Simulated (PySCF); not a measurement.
Species: 1-chloropentafluorobenzene, C6ClF5.
Atom-mapped SMILES: `[F:1][c:2]1[c:3]([F:4])[c:5]([F:6])[c:7]([Cl:8])[c:9]([F:10])[c:11]1[F:12]`

The same species was optimised twice, with GFN2-xTB and with PBE0-D3(BJ)/def2-SVP (PySCF), and the same property calculations (PySCF, gas phase) were run on both structures.

```tsv
coordinate	GFN2-xTB	PBE0-D3(BJ)/def2-SVP	change
C5–F6 (Å)	1.331	1.318	-0.013
C9–F10 (Å)	1.331	1.318	-0.013
F1–C2 (Å)	1.331	1.318	-0.013
C11–F12 (Å)	1.331	1.320	-0.011
C3–F4 (Å)	1.331	1.320	-0.011
C7–Cl8 (Å)	1.714	1.711	-0.003
C7–C9 (Å)	1.395	1.397	+0.002
C5–C7 (Å)	1.395	1.397	+0.002
C3–C5 (Å)	1.392	1.393	+0.001
C9–C11 (Å)	1.392	1.393	+0.001
C2–C11 (Å)	1.393	1.394	+0.001
C2–C3 (Å)	1.393	1.394	+0.001
C5–C7–C9 (°)	118.5	119.6	+1.1
C7–C9–F10 (°)	119.7	120.5	+0.8
F6–C5–C7 (°)	119.7	120.5	+0.8
C7–C9–C11 (°)	120.9	120.2	-0.7
C3–C5–C7 (°)	121.0	120.3	-0.7
Cl8–C7–C9 (°)	120.8	120.2	-0.6
C5–C7–Cl8 (°)	120.7	120.2	-0.5
C3–C2–C11 (°)	119.6	120.1	+0.5
```

Rotational constants: A = 1028, B = 747.5, C = 432.8 MHz (GFN2-xTB) against A = 1030, B = 753.4, C = 435.1 MHz (PBE0-D3(BJ)/def2-SVP). Point groups within 0.08 Å: C2v and C2v.

On the GFN2-xTB structure: HOMO (eV) -7.96 [PBE0/pcSseg-1]; LUMO (eV) -1.39 [PBE0/pcSseg-1]; dipole (D) 0.30 [PBE0/pcSseg-1]; GIAO shielding of F1 (ppm) 337.6 [PBE0/pcSseg-1]; GIAO shielding of C2 (ppm) 35.8 [PBE0/pcSseg-1]; GIAO shielding of C3/C11 (mean) (ppm) 38.6 [PBE0/pcSseg-1]; GIAO shielding of F4/F12 (mean) (ppm) 344.9 [PBE0/pcSseg-1]; GIAO shielding of C5/C9 (mean) (ppm) 31.7 [PBE0/pcSseg-1]; GIAO shielding of F6/F10 (mean) (ppm) 317.9 [PBE0/pcSseg-1]; GIAO shielding of C7 (ppm) 66.2 [PBE0/pcSseg-1]; GIAO shielding of Cl8 (ppm) 793.3 [PBE0/pcSseg-1].

Task: What do these properties become on the PBE0-D3(BJ)/def2-SVP structure?

Result: 
```tsv
property	level	on GFN2-xTB	on PBE0-D3(BJ)/def2-SVP	change
HOMO (eV)	PBE0/pcSseg-1	-7.96	-7.86	+0.10
LUMO (eV)	PBE0/pcSseg-1	-1.39	-1.30	+0.09
dipole (D)	PBE0/pcSseg-1	0.30	0.22	-0.08
energy, GFN2-xTB geometry as zero (kcal/mol)	PBE0/pcSseg-1	0.0	-0.1	-0.1
GIAO shielding of F1 (ppm)	PBE0/pcSseg-1	337.6	341.4	+3.8
GIAO shielding of C2 (ppm)	PBE0/pcSseg-1	35.8	36.7	+0.9
GIAO shielding of C3/C11 (mean) (ppm)	PBE0/pcSseg-1	38.6	39.3	+0.7
GIAO shielding of F4/F12 (mean) (ppm)	PBE0/pcSseg-1	344.9	347.6	+2.7
GIAO shielding of C5/C9 (mean) (ppm)	PBE0/pcSseg-1	31.7	32.8	+1.1
GIAO shielding of F6/F10 (mean) (ppm)	PBE0/pcSseg-1	317.9	322.2	+4.3
GIAO shielding of C7 (ppm)	PBE0/pcSseg-1	66.2	67.5	+1.3
GIAO shielding of Cl8 (ppm)	PBE0/pcSseg-1	793.3	801.7	+8.4
```

The heavy atoms differ by 0.010 Å rms after alignment. Among bonds between heavy atoms F1–C2, C5–F6 and C9–F10 change most and about equally (-0.013 Å). Changes are differences of the printed values. Neither structure is proved a minimum here.
